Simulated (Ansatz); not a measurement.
Consider the isomerisation: `CC1=C[SiH]1F` → `F/C=C1/C[SiH2]1`.

Computed with Ansatz on PBE0-D4/def2-TZVP structures; ΔE is electronic, products minus reactants. CBS: MP2 limit from def2 TZ/QZ plus the TZ coupled-cluster correction, frozen cores. DFT in def2-TZVPP. B3LYP here is the variant with VWN-RPA as its local correlation; programs differ in this.

CCSD(T)/CBS gives +57.4 kcal/mol.

(1) Another level gave +53.7 kcal/mol. Which?
A. PBE/def2-TZVPP
B. B3LYP/def2-TZVPP
C. HF/def2-TZVPP
D. B2PLYP/def2-TZVPP

Largest T1 diagnostic among the species: 0.013.

Results:

(1) B. B3LYP 53.7, B2PLYP 56.0, HF/def2-TZVPP 60.3, PBE 49.9 kcal/mol.

From PBE to PBE0 (25 % exact exchange), in def2-TZVPP and without D4, ΔE moves by +3.2 kcal/mol. In def2-TZVPP, CCSD(T) changes the Hartree–Fock value by −4.4 kcal/mol (the triples alone add −1.0 kcal/mol) and MP2 by −1.4 kcal/mol.
